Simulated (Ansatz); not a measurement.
Consider the formal exchange of groups at the Se–C bond: `C=C(C)[SeH]` + `CO[SiH2]F` → `CO[SiH](F)[SeH]` + `C=CC`.

Computed with Ansatz on PBE0-D4/def2-TZVP structures; ΔE is electronic, products minus reactants. CCSD(T)/CBS is the MP2 limit (def2-TZVPP, def2-QZVPP) plus CCSD(T) − MP2 in def2-TZVPP, frozen cores. Functionals use def2-TZVPP. For Se outer-core shells are correlated without core-valence functions, which leaves a few kJ/mol of doubt a bond. Scalar relativity is left out up to krypton. One conformer a species, not always the lowest.

| level | ΔE (kcal/mol) |
| --- | --- |
| ωB97X-V | -23.6 |
| PBE0 | -24.3 |
| CCSD/def2-TZVPP | -22.8 |
| MP2/CBS(def2) | -23.2 |

Q: What does CCSD(T)/CBS give? (An estimate is asked.)

A: Ansatz gave: -23.8 kcal/mol. The listed levels differ from it by 0.2, -0.5, 1.0, 0.6 kcal/mol.

Largest T1 diagnostic among the species: 0.011.

From PBE to PBE0 (25 % exact exchange), in def2-TZVPP and without D4, ΔE moves by −1.0 kcal/mol. In def2-TZVPP, CCSD(T) changes the Hartree–Fock value by +2.7 kcal/mol (the triples alone add +0.5 kcal/mol) and MP2 by +3.3 kcal/mol.
